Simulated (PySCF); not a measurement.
Ionisation energy of Ca⁺ by level of theory

Ca⁺ [Ar] 4s1 (2S) → Ca²⁺ [Ar] (1S), as a difference of total energies. Computed with PySCF 2.14 in x2c-QZVPPall, with the spin-free X2C one-electron Hamiltonian (Gaussian nucleus). Correlated levels: valence and next inner shell: [Ne] frozen. The calculations carry no spin-orbit coupling.

| method | ionisation energy (eV) |
| --- | --- |
| UHF | 11.357 |
| MP2 (valence and next inner shell) | 11.827 |
| SCS-MP2 (valence and next inner shell) | 11.739 |
| CCSD (valence and next inner shell) | 11.810 |
| CCSD(T) (valence and next inner shell) | 11.840 |

Q: How much does correlation contribute at CCSD(T) (valence and next inner shell)?

A: 11.840 − (11.357) = 0.483 eV, measured against UHF.

Errors of the correlated levels include the incompleteness of this basis and the frozen core.

For comparison: 11.872 eV (measured; NIST Atomic Spectra Database, ionization energies).
